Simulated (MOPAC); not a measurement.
A run for MOPAC: AM1 on GaH4N (SMILES [NH2][GaH2]), a point of a bond scan (R = 1.249 Å).

```
AM1 1SCF PRECISE CHARGE=0 THREADS=1
GaH4N

Ga     0.00714879 1    -0.17519761 1    -0.34209661 1
H     -1.03185960 1    -0.09657391 1    -1.03129612 1
H      1.33185945 1    -0.90944633 1    -0.72241143 1
N     -0.02676587 1     0.65595973 1     1.28084855 1
H     -0.82046562 1     1.16143064 1     1.63887754 1
H      0.74596657 1     0.66434142 1     1.92618506 1
```

The log:

```
*******************************************************************************
 **                                                                           **
 **                              MOPAC v23.2.5                                **
 **                                                                           **
 *******************************************************************************
 ** MOPAC's Digital Object Identifier: https://doi.org/10.5281/zenodo.6511958 **
 **                                                                           **
 ** Please cite the open-source release paper for use of this MOPAC version:  **
 ** J. E. Moussa and J. J. P. Stewart (2026)                                  **
 ** MOPAC: An open-source semiempirical molecular orbital program             **
 ** J. Open Source Softw., 11(119), 8025, https://doi.org/10.21105/joss.08025 **
 *******************************************************************************

                              AM1 CALCULATION RESULTS

 *******************************************************************************
 *  AM1        - The AM1 Hamiltonian to be used
 *
 *
 *
 *                 CHARGE ON SYSTEM = 0
 *
 *
 *
 *  PRECISE    - TIGHTER CRITERIA TO BE USED
 *  1SCF       - DO 1 SCF AND THEN STOP
 *  THREADS=1  - MULTI-THREADING NOT USED
 *  T=         - A TIME OF 172800.0 SECONDS REQUESTED
 *  DUMP=N     - RESTART FILE WRITTEN EVERY 7200.0 SECONDS REQUESTED
 *******************************************************************************
AM1 1SCF PRECISE CHARGE=0 THREADS=1
 GaH4N

   ATOM   CHEMICAL          X               Y               Z
  NUMBER   SYMBOL      (ANGSTROMS)     (ANGSTROMS)     (ANGSTROMS)

     1      Ga          0.00714879  *  -0.17519761  *  -0.34209661  *
     2       H         -1.03185960  *  -0.09657391  *  -1.03129612  *
     3       H          1.33185945  *  -0.90944633  *  -0.72241143  *
     4       N         -0.02676587  *   0.65595973  *   1.28084855  *
     5       H         -0.82046562  *   1.16143064  *   1.63887754  *
     6       H          0.74596657  *   0.66434142  *   1.92618506  *



          CARTESIAN COORDINATES

    NO.       ATOM           X           Y           Z

     1        Ga          0.0071     -0.1752     -0.3421
     2         H         -1.0319     -0.0966     -1.0313
     3         H          1.3319     -0.9094     -0.7224
     4         N         -0.0268      0.6560      1.2808
     5         H         -0.8205      1.1614      1.6389
     6         H          0.7460      0.6643      1.9262

  H: (AM1): M.J.S. DEWAR ET AL, J. AM. CHEM. SOC. 107 3902-3909 (1985)
  N: (AM1): M.J.S. DEWAR ET AL, J. AM. CHEM. SOC. 107 3902-3909 (1985)
 Ga: (AM1): J. J. P. STEWART, J. MOL. MOD., 10, 155-164 (2004)

           Empirical Formula: H4 N Ga  =     6 atoms



      MOLECULAR POINT GROUP   :   Cs


      RHF CALCULATION, NO. OF DOUBLY OCCUPIED LEVELS = 6


 -------------------------------------------------------------------------------
 AM1 1SCF PRECISE CHARGE=0 THREADS=1
 GaH4N



     1SCF WAS SPECIFIED, SO BFGS WAS NOT USED
     SCF FIELD WAS ACHIEVED


                              AM1 CALCULATION
                                                       MOPAC v23.2.5 Linux




          FINAL HEAT OF FORMATION =         42.76274 KCAL/MOL =     178.91930 KJ/MOL


          COSMO AREA              =         81.67 SQUARE ANGSTROMS
          COSMO VOLUME            =         62.99 CUBIC ANGSTROMS

          IONIZATION POTENTIAL    =         10.741085 EV
          HOMO LUMO ENERGIES (EV) =        -10.741 -1.093
          NO. OF FILLED LEVELS    =          6
          MOLECULAR WEIGHT        =         87.7733         POINT GROUP:  Cs

          MOLECULAR DIMENSIONS (Angstroms)

            Atom       Atom       Distance
            H     5    H     3     3.80746
            H     6    H     2     3.30775
           Ga     1    H     3     0.00000


          SCF CALCULATIONS        =          1





   ATOM   CHEMICAL          X               Y               Z
  NUMBER   SYMBOL      (ANGSTROMS)     (ANGSTROMS)     (ANGSTROMS)

     1      Ga          0.00714879  *  -0.17519761  *  -0.34209661  *
     2       H         -1.03185960  *  -0.09657391  *  -1.03129612  *
     3       H          1.33185945  *  -0.90944633  *  -0.72241143  *
     4       N         -0.02676587  *   0.65595973  *   1.28084855  *
     5       H         -0.82046562  *   1.16143064  *   1.63887754  *
     6       H          0.74596657  *   0.66434142  *   1.92618506  *

                             CARTESIAN COORDINATES

   1   Ga        0.007148790    -0.175197610    -0.342096610
   2    H       -1.031859600    -0.096573910    -1.031296120
   3    H        1.331859450    -0.909446330    -0.722411430
   4    N       -0.026765870     0.655959730     1.280848550
   5    H       -0.820465620     1.161430640     1.638877540
   6    H        0.745966570     0.664341420     1.926185060


           Empirical Formula: H4 N Ga  =     6 atoms



      MOLECULAR POINT GROUP   :   Cs


                  EIGENVALUES
 -32.12581 -17.20380 -13.86166 -12.78676 -11.16480 -10.74109  -1.09344   0.92370
   1.28433   2.26022   4.60783   5.70149


              NET ATOMIC CHARGES AND DIPOLE CONTRIBUTIONS

  ATOM NO.   TYPE          CHARGE      No. of ELECS.   s-Pop       p-Pop
    1         Ga           0.320394        2.6796     0.35560     2.32401
    2          H          -0.143197        1.1432     1.14320
    3          H          -0.080932        1.0809     1.08093
    4          N          -0.430899        5.4309     1.55573     3.87517
    5          H           0.171304        0.8287     0.82870
    6          H           0.163330        0.8367     0.83667
 DIPOLE           X         Y         Z       TOTAL
 POINT-CHG.     0.169     0.270     0.672     0.744
 HYBRID         0.014     0.426     0.858     0.958
 SUM            0.182     0.696     1.530     1.691


          ATOMIC ORBITAL ELECTRON POPULATIONS

     Atom    s        px        py        pz
    1 Ga   0.35560   1.03736   0.62672   0.65993
    2  H   1.14320
    3  H   1.08093
    4  N   1.55573   1.13549   1.39906   1.34062
    5  H   0.82870
    6  H   0.83667

 **********************
 *                    *
 * JOB ENDED NORMALLY *
 *                    *
 **********************




 == MOPAC DONE ==
```

The run finished.

Cost: about 0.03 core-seconds (a rough figure).
